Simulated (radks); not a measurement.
The numbers below are computed, except where a source is named.
Dispersion coefficients C6 (hartree bohr^6) between ground-configuration atoms and ions, from the Casimir-Polder integral (3/pi) of alpha_A(iw) alpha_B(iw). Code: a radial shooting solver on a logarithmic mesh with Libxc functionals. Model: scalar-relativistic Kohn-Sham, LB94 model potential, spin-polarised, spherical densities, finite nucleus; Fermi nuclear charge, rms radius of each element as measured or else 0.836 A^(1/3) + 0.57 fm. Response by self-consistent Sternheimer equations with the Hartree and adiabatic LDA kernel, the relativistic mass of each level held fixed and spin-orbit coupling left out.

C6       Be     B+     C2+     N3+     O4+     F5+    Ne6+     Mg8+
Be    250.1
B+    81.54  28.81
C2+   36.37  13.47   6.483
N3+   19.33  7.379   3.625   2.057
O4+   11.49  4.485   2.237   1.283  0.8069
F5+   7.384  2.931   1.480  0.8560  0.5420  0.3660
Ne6+  5.024  2.022   1.031  0.6007  0.3824  0.2593  0.1845
Mg8+  2.627  1.080  0.5595  0.3297  0.2118  0.1447  0.1035  0.05866

Static polarisabilities (bohr^3): Be ([He] 2s2) 42.85, B+ ([He] 2s2) 10.92, C2+ ([He] 2s2) 4.347, N3+ ([He] 2s2) 2.160, O4+ ([He] 2s2) 1.227, F5+ ([He] 2s2) 0.7628, Ne6+ ([He] 2s2) 0.5058, Mg8+ ([He] 2s2) 0.2547. The combination rule 2 Ca Cb / ((alpha_b/alpha_a) Ca + (alpha_a/alpha_b) Cb) gives 1.282 for N3+-O4+, against 1.283 from the integral.
